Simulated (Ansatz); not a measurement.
Reaction (hydrogenolysis of a Ge–F bond): `[F][GeH2][O][GeH3]` + H₂ → `[GeH3][O][GeH3]` + H–F

Gas-phase electronic energies from Ansatz, PBE0-D4/def2-TZVP geometries. CBS: MP2 limit from def2 TZ/QZ plus the TZ coupled-cluster correction, frozen cores. This one scheme is used for every species. DFT in def2-TZVPP. B3LYP here is the variant with VWN-RPA as its local correlation; programs differ in this. For Ge outer-core shells are correlated without core-valence functions, which leaves a few kJ/mol of doubt a bond. Scalar relativity is left out up to krypton. One conformer a species, not always the lowest.

`[F][GeH2][O][GeH3]`:

Cartesian coordinates in Å:
```
F -1.026 -1.230 1.602
Ge 0.264 -0.061 1.566
O 0.853 -0.016 -0.080
Ge -0.097 0.122 -1.583
H 1.387 -0.584 2.461
H -0.382 1.272 1.969
H -0.506 -1.287 -2.033
H 0.843 0.789 -2.595
H -1.336 0.995 -1.307
```

H₂:

Cartesian coordinates in Å:
```
H -0.044 0.189 -0.319
H 0.044 -0.189 0.319
```

`[GeH3][O][GeH3]`:

Z-matrix (Å, degrees):
```
Ge
O 1 1.773
H 1 1.533 2 105.7
H 1 1.541 2 109.2 3 119.8
H 1 1.541 2 109.2 3 -119.8
Ge 2 1.773 1 127.5 3 180.0
H 6 1.533 2 105.7 1 180.0
H 6 1.541 2 109.2 1 60.1
H 6 1.541 2 109.2 1 -60.2
```

H–F:

```xyz
2

F     0.357   -0.274   -0.098
H    -0.357    0.274    0.098
```

```tsv
level	ΔE (kcal/mol)	difference from CCSD(T)/CBS
r2SCAN-D4	16.0	2.6
B3LYP-D4	15.0	1.6
ωB97M-V	14.9	1.5
B2PLYP	15.1	1.7
MP2/def2-TZVPP	14.7	1.3
SCS-MP2/def2-TZVPP	15.1	1.7
CCSD(T)/def2-TZVPP	13.8	0.4
HF/CBS(def2)	15.0	1.6
MP2/CBS(def2)	14.3	0.9
CCSD/CBS(def2)	13.0	-0.4
CCSD(T)/CBS	13.4	0
```

Largest T1 diagnostic among the species: 0.012.

From PBE to PBE0 (25 % exact exchange), in def2-TZVPP and without D4, ΔE moves by −1.0 kcal/mol.
